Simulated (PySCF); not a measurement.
Calculated NMR data

Theoretical values (PySCF 2.14): NMR shieldings at PBE0/pcSseg-1/GIAO, GFN2-xTB structure, couplings computed with B3LYP/pcJ-1. Relativity neglected, no solvent, one averaged value for each set of equivalent atoms, one computed conformer.

Chemical shifts δ = σref − σ; ¹H (σ = 31.72 ppm), ¹³C (σ = 186.93 ppm) against TMS, all at this level. Multiplet labels drop J under 1 Hz and among equivalent protons, and merge close values. Unscaled 3J(H,H) run several per cent high. Where no couplings were computed, multiplicities follow the n + 1 count of equivalent neighbours, and m marks all less simple cases (inequivalent or close neighbours, rings, F or P nearby). One-bond C–F couplings are unscaled and too large by tens of Hz. Shifts are as computed. Against solution values, carbons near 30 ppm lie about +3 ppm off and those near 130 ppm about +5 ppm. Of 1211 compounds with measured shifts, 218 miss one by over three times the rms of a fit or turn the order of signals round; such compounds aren't used in these exercises.

**1.** 1,1,1,2-tetrafluoroethane (SMILES FCC(F)(F)F). ¹H NMR (600 MHz, computed): δ 4.91 (dq, J = 52.1, 7.7 Hz, 2H). ¹³C{¹H} NMR (computed): δ 131.4 (qd, J = 350.1, 21.7 Hz), 83.9 (dq, J = 246.9, 38.5 Hz).

**2.** `C1=NC[C@@H](C2CCC2)CC1`, C9H15N. ¹H NMR (600 MHz, computed): δ 7.97 (m, 1H), 4.01 (m, 1H), 3.70 (m, 1H), 2.38 (m, 1H), 2.25 (m, 1H), 2.09 (m, 1H), 2.01 (m, 1H), 1.95 (m, 1H), 1.88 (m, 1H), 1.85 (m, 1H), 1.70 (m, 1H), 1.70 (m, 1H), 1.68 (m, 1H), 1.53 (m, 1H), 1.27 (m, 1H). ¹³C{¹H} NMR (computed): δ 165.9 (CH), 53.2 (CH2), 43.7 (CH), 33.2 (CH), 28.0 (CH2), 27.8 (CH2), 26.4 (CH2), 22.3 (CH2), 16.6 (CH2).
